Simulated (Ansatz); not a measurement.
CH₇NOSn, SMILES `C[O][SnH2][NH2]`, relaxed with RKS PBE0-D4/def2-TZVP in Ansatz from a PBE-D4/def2-SVP geometry. The force threshold is 0.005 eV/Å; the program also tests the step.

Total charge 0; spin multiplicity 1. Sn: def2 effective core potential.

Start:

```xyz
11

C     0.535   -1.687    0.654
O     1.224   -0.461    0.532
Sn    0.150    1.218    0.243
N    -1.005    0.829   -1.422
H    -0.121   -1.914   -0.220
H     1.286   -2.505    0.731
H    -0.105   -1.744    1.571
H     1.403    2.395    0.073
H    -0.960    1.453    1.554
H    -0.523    1.051   -2.302
H    -1.884    1.364   -1.414
```

```
        step  energy (eV)  largest force (eV/Å)  largest move (Å)
           1  -10516.2775                 0.708             0.000
           2  -10516.3491                 0.345             0.077
           3  -10516.3602                 0.175             0.053
4 (rejected)  -10516.3592                 0.226             0.069
           5  -10516.3624                 0.039             0.034
           6  -10516.3627                 0.012             0.022
           7  -10516.3627                 0.024             0.025
           8  -10516.3628                 0.004             0.006
```

End:

```xyz
11

C     0.507   -1.666    0.646
O     1.189   -0.440    0.563
Sn    0.169    1.206    0.245
N    -0.932    0.838   -1.404
H    -0.134   -1.850   -0.226
H     1.248   -2.469    0.697
H    -0.119   -1.733    1.548
H     1.399    2.365    0.047
H    -0.924    1.452    1.535
H    -0.519    1.116   -2.282
H    -1.883    1.179   -1.369
```

Hardware: 4 threads of an Arm Neoverse V2 on a shared host. Wall time 25 s, peak host memory 0.46 GiB.
